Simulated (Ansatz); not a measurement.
C$_{3}$H$_{8}$BFO$_{2}$ (`CC(C)OB(O)F`), relaxed with RKS PBE0-D4/def2-TZVP in Ansatz from a GFN2-xTB geometry. The force threshold is 0.005 eV/Å; the program also tests the step.

The species carries charge 0 and has multiplicity 1.

Start:

```xyz
15

C    -0.449   -1.497   -0.289
C    -0.230   -0.146    0.386
C    -1.464    0.307    1.158
O     0.046    0.839   -0.610
B     1.272    1.166   -1.004
O     2.416    0.645   -0.512
F     1.356    2.107   -1.964
H     0.446   -1.788   -0.834
H    -0.670   -2.254    0.458
H    -1.278   -1.430   -0.988
H     0.633   -0.213    1.061
H    -1.285    1.276    1.616
H    -2.308    0.397    0.479
H    -1.702   -0.415    1.934
H     3.217    1.005   -0.891
```

(1) How much energy does the relaxation release, and in how many steps? (Best estimate.)

(2) Which bonds change most? (Estimate.)

(3) Give the relaxed structure. (Best estimate.)

## Answers

(1) The calculation gave: 0.03 eV, in 13 steps, 1 of them rejected.

(2) The calculation gave: O4–B5 from 1.329 to 1.344 Å; C2–C3 from 1.525 to 1.511 Å; C1–C2 from 1.526 to 1.514 Å; B5–O6 from 1.350 to 1.362 Å.

(3) The calculation gave: 
```xyz
15

C    -0.393   -1.451   -0.290
C    -0.240   -0.111    0.397
C    -1.478    0.299    1.160
O     0.009    0.900   -0.584
B     1.252    1.175   -1.015
O     2.353    0.529   -0.540
F     1.392    2.127   -1.944
H     0.520   -1.718   -0.825
H    -0.598   -2.234    0.444
H    -1.221   -1.419   -1.002
H     0.615   -0.152    1.080
H    -1.337    1.275    1.629
H    -2.336    0.363    0.486
H    -1.704   -0.431    1.940
H     3.167    0.848   -0.936
```
